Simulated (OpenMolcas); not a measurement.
# Multiconfigurational calculation on Ru2+

Ru2+ among 6 point charges of -1.7 e arranged as an octahedron (Oh), 1.94 Å from the ion. The active orbitals were held to one l. With inversion symmetry the input lists one of each pair of outer charges.

Input:

```
&GATEWAY
Coord
1

Ru 0.0 0.0 0.0
Basis=ANO-RCC-VTZP
Group=XYZ
NoMove
AngMom=0.0 0.0 0.0
AMFI
XField
3 Angstrom 0
1.940000 0.000000 0.000000 -1.700000
0.000000 1.940000 0.000000 -1.700000
0.000000 0.000000 1.940000 -1.700000
&SEWARD
&RASSCF
FileOrb=start.orb
Symmetry=1
Spin=5
nActEl=6 0 0
Inactive=9 9
Ras2=5 0
CIRoot=5 5 1
SDav=5
CIMx=300
Iter=120 100
PrWF=0.3
OrbListing=Nothing
MaxOrb=0
SupSym
1
20 4 5 6 7 8 10 11 12 13 14 18 19 20 21 22 23 24 25 26 27
0
>>> COPY $Project.JobIph JOB001
&RASSCF
FileOrb=start.orb
Symmetry=1
Spin=3
nActEl=6 0 0
Inactive=9 9
Ras2=5 0
CIRoot=45 45 1
SDav=45
CIMx=300
Iter=120 100
PrWF=0.3
OrbListing=Nothing
MaxOrb=0
SupSym
1
20 4 5 6 7 8 10 11 12 13 14 18 19 20 21 22 23 24 25 26 27
0
>>> COPY $Project.JobIph JOB002
&RASSCF
FileOrb=start.orb
Symmetry=1
Spin=1
nActEl=6 0 0
Inactive=9 9
Ras2=5 0
CIRoot=50 50 1
SDav=50
CIMx=300
Iter=120 100
PrWF=0.3
OrbListing=Nothing
MaxOrb=0
SupSym
1
20 4 5 6 7 8 10 11 12 13 14 18 19 20 21 22 23 24 25 26 27
0
>>> COPY $Project.JobIph JOB003
&RASSI
NrOfJobIphs=3 5 45 50
1 2 3 4 5
1 2 3 4 5 6 7 8 9 10 11 12 13 14 15 16 17 18 19 20 21 22 23 24 25 26 27
28 29 30 31 32 33 34 35 36 37 38 39 40 41 42 43 44 45
1 2 3 4 5 6 7 8 9 10 11 12 13 14 15 16 17 18 19 20 21 22 23 24 25 26 27
28 29 30 31 32 33 34 35 36 37 38 39 40 41 42 43 44 45 46 47 48 49 50
IphNames
JOB001
JOB002
JOB003
EJob
SpinOrbit
DIPRint=1.0
SOCoupling=1000.0
Subsets=2
Property=9
'ANGMOM' 1 'ANGMOM' 2 'ANGMOM' 3 'MLTPL  1' 1 'MLTPL  1' 2 'MLTPL  1' 3
'AMFI' 1 'AMFI' 2 'AMFI' 3
SOProperty=3
'ANGMOM' 1 'ANGMOM' 2 'ANGMOM' 3
```

Launched by
```bash
OMP_NUM_THREADS=1 MOLCAS_MEM=1689 MOLCAS_PROJECT=a pymolcas a.inp > a.log  # once for each step of the input, in one work folder
```

A driver script runs the steps one by one and writes start.orb anew before each from the orbitals found so far.

Output, cut to the results:

```
--- SEWARD ---
Basis set label: RU.ANO-RCC...7S6P4D2F1G.

      Electronic valence basis set:
      ------------------
      Associated Effective Charge  44.000000 au
      Associated Actual Charge     44.000000 au
      Nuclear Model: Point charge

      Shell  nPrim  nBasis  Cartesian Spherical Contaminant
         s      21       7        X
         p      18       6        X
         d      13       4                 X
         f       6       2                 X
         g       4       1                 X
                  Relativistic Douglas-Kroll-Hess integrals:
                    - DKH order of Hamiltonian: 2
                    - DKH order of Properties : 0
                  Atomic mean-field integrals
--- RASSCF ---
Wave function specifications:
      -----------------------------

      Number of closed shell electrons          36
      Number of electrons in active shells       6
      Max number of holes in RAS1 space          0
      Max nr of electrons in RAS3 space          0
      Number of inactive orbitals               18
      Number of active orbitals                  5
      Number of secondary orbitals              45
      Spin quantum number                      2.0
      State symmetry                             1
Orbital specifications:
      -----------------------

      Symmetry species                           1   2
                                                ag  au
      Frozen orbitals                            0   0
      Inactive orbitals                          9   9
      Active orbitals                            5   0
      RAS1 orbitals                              0   0
      RAS2 orbitals                              5   0
      RAS3 orbitals                              0   0
      Secondary orbitals                        22  23
      Deleted orbitals                           0   0
      Number of basis functions                 36  32
      Number of CSFs                             5
      Number of root(s) required                 5
      Iter CI   SX   CI       RASSCF       Energy    max ROT     max BLB   max BLB  Level Ln srch  Step   QN
          iter iter root      energy       change     param      element    value   shift minimum  type update
 Nr of preliminary CI iterations:   1
      Total energies have been shifted. Add                -4000.00 au
        1   1   11    0  -532.11353774    0.00E+00   1.40E-01*  12  20 1  1.81E-01*  0.00   0.00    SX    NO
        2   1   12    0  -532.15828291   -4.47E-02*  7.08E-02    8  14 2  8.05E-02*  0.00   0.00    SX    NO
        3   1   11    0  -532.16346166   -5.18E-03*  4.31E-02    8  14 2 -5.47E-02*  0.00   0.00    SX    NO
        4   1   11    0  -532.16617639   -2.71E-03*  3.24E-02    9  15 2  4.02E-02*  0.00   0.00    SX    NO
        5   1   11    0  -532.16729332   -1.12E-03*  1.31E-02    9  15 2 -2.91E-02*  0.00   0.57    LS   YES
        6   1   10    0  -532.16875050   -1.46E-03*  1.10E-03   14  22 1  1.24E-03*  0.00   1.06    QN   YES
        7   1    8    0  -532.16875610   -5.61E-06*  6.18E-05    6  25 1  1.27E-04*  0.00   0.97    QN   YES
        8   1    7    0  -532.16875614   -3.12E-08*  8.18E-06    6  18 2  1.87E-05   0.00   1.01    QN   YES
        9   1    4    0  -532.16875614   -6.85E-10   1.51E-06   14  22 1  2.04E-06   0.00   1.08    QN   YES
      Convergence after  9 iterations
       10   1    4    0  -532.16875614   -2.73E-12   1.51E-06    7  13 2 -1.72E-07   0.00   1.08    QN   YES
      Natural orbitals and occupation numbers for root  1
      sym 1:   2.000000   1.000000   1.000000   1.000000   1.000000
      Natural orbitals and occupation numbers for root  2
      sym 1:   1.000000   2.000000   1.000000   1.000000   1.000000
      Natural orbitals and occupation numbers for root  3
      sym 1:   1.000000   2.000000   1.000000   1.000000   1.000000
::    RASSCF root number  1 Total energy:  -4532.19554519
::    RASSCF root number  2 Total energy:  -4532.19554519
::    RASSCF root number  3 Total energy:  -4532.19554519
::    RASSCF root number  4 Total energy:  -4532.12857256
::    RASSCF root number  5 Total energy:  -4532.12857256
--- RASSCF ---
Wave function specifications:
      -----------------------------

      Number of closed shell electrons          36
      Number of electrons in active shells       6
      Max number of holes in RAS1 space          0
      Max nr of electrons in RAS3 space          0
      Number of inactive orbitals               18
...
--- RASSI ---
SPIN-FREE ENERGIES:
  (Shifted by EMIN (a.u.) =      -4532.1955451859)

 SF State       Relative EMIN(au)   Rel lowest level(eV)    D:o, cm**(-1)      L_eff

     1             0.0000000000        0.0000000000              0.0000         2.0
     2             0.0000000000        0.0000000000              0.0000         2.0
     3             0.0000000000        0.0000000000              0.0000         2.0
    51             0.0277631085        0.7554726677           6093.2980         4.6
     6             0.0348918466        0.9494555147           7657.8752         3.7
     7             0.0348918466        0.9494555147           7657.8752         3.7
     8             0.0348918466        0.9494555147           7657.8752         3.7
     9             0.0533384397        1.4514128849          11706.4344         4.1
    10             0.0533384397        1.4514128849          11706.4344         4.1
    11             0.0533384397        1.4514128849          11706.4344         4.1
     5             0.0669726229        1.8224179102          14698.7917         2.0
     4             0.0669726229        1.8224179102          14698.7917         2.0
    52             0.0689214294        1.8754476364          15126.5053         5.2
    53             0.0689214294        1.8754476364          15126.5053         5.2
    54             0.0689214294        1.8754476364          15126.5053         5.2
    12             0.0804875668        2.1901782669          17664.9790         4.4
    13             0.0804875668        2.1901782669          17664.9790         4.4
    14             0.0804875668        2.1901782669          17664.9790         4.4
    16             0.0878160156        2.3895955187          19273.3876         4.3
    17             0.0878160156        2.3895955187          19273.3876         4.3
    15             0.0878160156        2.3895955187          19273.3876         4.3
...
```

Spin-orbit levels above the lowest (labels of O, the rotations of Oh):

| E (cm-1) | Degeneracy | Label | 2S+1 |
| --- | --- | --- | --- |
| 0.0 | 3 | T2 | 5 |
| 350.2 | 2 | E | 5 |
| 437.1 | 3 | T1 | 5 |
| 825.6 | 1 | A1 | 5 |
| 1062 | 3 | T1 | 5 |
| 1150 | 3 | T2 | 5 |
| 5604 | 1 | A1 | 1 (71 %) |
| 8004 | 2 | E | 3 |
| 8175 | 3 | T2 | 3 |
| 9062 | 3 | T1 | 3 |
| 10713 | 1 | A1 | 3 (70 %) |
| 11895 | 3 | T1 | 3 |
| 12300 | 2 | E | 3 |
| 12781 | 3 | T2 | 3 |
| 12985 | 1 | A2 | 3 |
| 15227 | 3 | T1 | 5 (76 %) |
| 15281 | 1 | A1 | 5 |
| 15334 | 2 | E | 5 |
| 15377 | 3 | T2 | 5 |
| 15421 | 1 | A2 | 5 |

An orbital triplet at a regular site is open to Jahn-Teller coupling, which can distort the site and quench the lowest spin-orbit gaps and is left out. Without dynamic correlation the repulsion within the d shell is too large (B by tens of per cent), so at a given field states of lower spin stand too high. This shell can be high or low spin here, a state of another spin lies low, and with metal d orbitals alone active their balance is uncertain, so the ground spin may be wrong. Point charges give a weaker field than real ligands, and real ions of this kind are as a rule low spin; the high spin found here belongs to the model. This is an electrostatic model: the charges have no orbitals. No measured value stands beside these numbers.

The RASSCF and RASSI steps took 23 s on 1 thread of Arm Neoverse V2, with other jobs on the host; the integral step is not counted.
